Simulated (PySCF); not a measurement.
## B: excitation energy

B [He] 2s2 2p1 (2P) → B [He] 2s1 2p1 3s1 (4P), as a difference of total energies. Calculation: PySCF 2.14, in aug-cc-pwCVTZ (7s6p4d2f, 59 functions); the non-relativistic Hamiltonian (point nucleus). Correlated levels: valence: 1s2 frozen; valence and next inner shell: nothing frozen. The calculations carry no spin-orbit coupling.

| method | excitation energy (eV) |
| --- | --- |
| UHF | 8.072 |
| LDA | 9.276 |
| PBE | 9.191 |
| PBE0 | 9.174 |
| HSE06 | 9.164 |
| BHandHLYP | 9.487 |
| CAM-B3LYP | 9.608 |
| MP2 (valence) | 9.145 |
| SCS-MP2 (valence) | 9.427 |
| MP2 (valence and next inner shell) | 9.168 |
| SCS-MP2 (valence and next inner shell) | 9.445 |

Problem. Estimate what wB97X gives.

Solution. 9.285 eV, closest to LDA among the rows shown.

Problem. Estimate what r2SCAN gives.

Solution. 9.082 eV, closest to MP2 (valence) among the rows shown.

The upper state lies above the first ionisation limit, but in LS coupling its spin forbids autoionisation to the ground ion. A Rydberg-like electron needs more diffuse functions than a valence basis has.

The promoted electron is Rydberg-like, and one or two diffuse shells describe it only roughly, which tends to raise the upper state.
